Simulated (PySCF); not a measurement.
Problem. What does the GFN2-xTB structure of InChI=1S/C6H7N/c1-6-2-4-7-5-3-6/h2-5H,1H3 look like in three dimensions?

Solution. 
```
atom  x, y, z in Å
C1     2.0001   -0.1292    0.1046
C2     0.5092   -0.0314    0.0351
C3    -0.1297    1.1939   -0.1236
C4    -1.5125    1.2257   -0.1952
N5    -2.2726    0.1466   -0.1200
C6    -1.6686   -1.0202    0.0274
C7    -0.2935   -1.1648    0.1082
H8     2.4087   -0.2554   -0.8985
H9     2.4284    0.7748    0.5310
H10    2.3050   -0.9858    0.7013
H11    0.4434    2.1069   -0.1881
H12   -2.0434    2.1614   -0.3173
H13   -2.3238   -1.8802    0.0849
H14    0.1485   -2.1428    0.2281
```

Any rigid rotation of these coordinates is as good. Atoms count from 1 in this order. The 7 heavy atoms lie in one plane (0.003 Å rms). The 5 C–C bonds span 1.385 Å (C6–C7, aromatic) to 1.496 Å (C1–C2, drawn single), a spread of 0.111 Å. Of the pairs four or more bonds apart, H10···H14 is among the closest relative to their van der Waals radii: 2.49 Å, 104 % of the sum of Bondi's values. The 6-membered ring C2–C3–C4–N5–C6–C7 has internal angles of 117.3° to 123.5° (sum 720°, against 720° for a flat polygon); it is planar, 0.00 Å rms from its mean plane, widest ring torsion 0°.

Bonds between heavy atoms (Å): C1–C2 1.496, C2–C3 1.391, C3–C4 1.385, C4–N5 1.322, N5–C6 1.322, C6–C7 1.385, C2–C7 1.391.

Computed geometry: GFN2-xTB, gas phase.

Point group: Cs (tolerance 0.08 Å). GFN2-xTB frequencies: not computed here.
